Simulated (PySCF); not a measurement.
Electron correlation in Si⁻ (silicon, charge -1)

[Ne] 3s2 3p3, high-spin 4S determinant. Computed with PySCF 2.14 in aug-cc-pV(D+d)Z (5s4p3d, 32 functions), with no relativity, point nucleus. Frozen: [Ne]; 5 electrons correlated.

| level | correlation energy (mhartree) |
| --- | --- |
| CCSD | -81.70 |
| (T) | -2.53 |
| CCSD(T) | -84.23 |
| CCSDT | -84.95 |

Diagnostics: T1 = 0.0071, D1 = 0.0135, largest double amplitude 0.055.

Is a single reference adequate?

Yes: T1 lies below 0.03 and no double amplitude reaches 0.07.
